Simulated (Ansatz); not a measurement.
Ansatz (a quantum-chemistry and plane-wave program) input (CCSD(T)/6-31G*):

Ansatz 0.2 input:
```yaml
crystal:
  periodic: [false, false, false]
  atoms:
    - {symbol: Cl, position_ang: [-0.10027180, 2.02917779, -0.08542590]}
    - {symbol: Ge, position_ang: [0.00097550, -0.04879162, 0.43339453]}
    - {symbol: Cl, position_ang: [-1.68891832, -1.04833853, -0.42831736]}
    - {symbol: Cl, position_ang: [1.78709573, -0.87608431, -0.41674893]}
    - {symbol: H, position_ang: [0.00438857, -0.21950228, 1.94974221]}
basis:
  gaussian:
    orbitals: 6-31G*
magnetization: {spin_polarized: false}
correlation: {method: ccsd_t, electrons: outside_noble_gas}
```

End of the output:

```
integrals: 0.10 GiB planned
834 factors; integrals over basis functions are off by at most 4.8e-4 eV
1.25 GiB of device memory are held for the factors and their scratch space
mean field: 0.52 GiB planned
mean field evaluation 1: about -93992.8999 eV, gradient 2.2e1 eV
mean field evaluation 2: about -93992.9287 eV, gradient 2.2e1 eV
mean field evaluation 4: about -93994.5367 eV, gradient 2.4e0 eV
mean field evaluation 8: about -93994.5591 eV, gradient 1.7e-4 eV
mean field evaluation 16: about -93994.5166 eV, gradient 1.5e-1 eV
mean field -93994.55908056 eV, -3454.2363344100 hartree, gradient 2.8e-6 eV, S^2 0.000000; 0 other end points of the search recorded, 0 dependent functions left out
29 core orbitals not correlated
reference -93994.55908056 eV, -3454.2363344100 hartree; 13, 13 occupied and 52, 52 virtual orbitals, 834 factors
second order -12.62370339 eV of doubles, -0.00000000 eV of singles
coupled cluster: 0.64 GiB planned
cycle   1  -13.47724625 eV  change   -8.5e-1 eV  update   7.4e-2
cycle   2  -13.75635757 eV  change   -2.8e-1 eV  update   2.1e-2
cycle   3  -13.80402101 eV  change   -4.8e-2 eV  update   9.3e-3
cycle   4  -13.80141865 eV  change    2.6e-3 eV  update   2.1e-3
cycle   5  -13.80045009 eV  change    9.7e-4 eV  update   6.8e-4
cycle   6  -13.80029171 eV  change    1.6e-4 eV  update   2.3e-4
cycle   7  -13.80030743 eV  change   -1.6e-5 eV  update   7.5e-5
cycle   8  -13.80032348 eV  change   -1.6e-5 eV  update   1.9e-5
perturbative correction -0.36149359 eV, -0.0132846446 hartree
Total energy: -94008.72089763 eV, -3454.7567715882 hartree
```
